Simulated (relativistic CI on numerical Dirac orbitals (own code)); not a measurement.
**Rb⁵⁺: calculation against measurement**

Computed by Dirac-Coulomb-Breit CI, separate exchange-only KLI orbitals for each configuration, a model potential for QED, valence Slater integrals scaled by 0.85, P86 correlation energy added to each configuration (own radial code, finite nucleus).

Configurations in the expansion (outside the closed core [Ar] 3d10): 4s2.4p2, 4s.4p3, 4s2.4p.4d, 4p4, 4s.4p2.4d, 4s2.4p.4f, 4s2.4p.5s, 4s.4p2.4f, 4s2.4p.5p, 4p3.4d, 4s2.4p.5d, 4s2.4p.6s, 4s.4p2.5s, 4s.4p.4d2, 4s2.4p.6p, 4s2.4d.4f, 4s2.4p.5f, 4s2.4p.5g, 4s.4p2.5p, 4s2.4p.6d, 4s2.4p.7s, 4s2.4p.7p, 4s2.4p.6f, 4p3.4f, 4s.4p2.5d, 4s.4p2.6s, 4s2.4d.5p, 4s2.4d2, 4s.4d3, 4s.4d2.4f, 4p2.4d2, 4p.4d3, 4p.4d2.4f, 4p.4d2.5s, 4s2.4f2, 4s.4d.4f2, 4s.4f3, 4p2.4f2, 4p.4d.4f2, 4p.4f3, 4p.4f2.5s, 4s2.4d.5s, 4s.4d2.5s, 4s.4d.4f.5s, 4s.4p.4d.4f, 4s.4p.5s.5p, 4s.4d.5s.5p, 4p.4d.5s.5p, 4s.4f.5s.5p, 4s.5s2.5p, 4p.4f.5s.5p, 4p2.4d.5s, 4p.4d.4f.5s, 4p.4d.5s2, 4s.4p.4f.5s, 4s.4f2.5s, 4s.4f.5s2. Double excitations out of closed p, d and f shells are left out; levels of such configurations are missing from the list, as are those of other unlisted configurations, and high levels can miss mixing partners. These lack a partner that the ground configuration has and come out too high: 4s.4p2.5p, 4s.4p2.5d, 4s.4p2.6s, 4s2.4p.5p, 4s2.4p.5d.

```tsv
Configuration	Term (tabulated)	J	Measured (cm⁻¹)	Computed	Error	Purity (%)
4s2.4p2	3P	0	0.0	0	0	93
4s2.4p2	3P	1	5140.0	5075	-65	98
4s2.4p2	3P	2	9899.0	9705	-194	85
4s2.4p2	1D	2	23746.0	23106	-640	85
4s2.4p2	1S	0	45201.0	43319	-1882	92
4s.4p3	3D°	1	148531.0	149719	1188	86
4s.4p3	3D°	2	148667.0	149831	1164	84
4s.4p3	3D°	3	150434.0	151616	1182	91
4s.4p3	3P°	0	168930.0	168802	-128	92
4s.4p3	3P°	1	169477.0	169387	-90	87
4s.4p3	3P°	2	170125.0	170137	12	80
4s.4p3	1D°	2	188065.0	189796	1731	63
4s.4p3	3S°	1	208835.0	209888	1053	71
4s.4p3	1P°	1	220609.0	221009	400	65
```

Measured levels from Sansonetti, J. Phys. Chem. Ref. Data 35, 301 (2006); pairs were made by configuration, J and term (by order where the table uses no LS term), so strongly mixed levels may be paired wrongly.

Mean error by configuration (cm⁻¹): 4s2.4p2 -695; 4s.4p3 724. Over the excited levels the mean absolute error is 749 cm⁻¹ (13 of the 13 excited levels that our extract of the source holds in range could be paired), and the median relative error of those above 1,000 cm⁻¹ is 0.79 %.
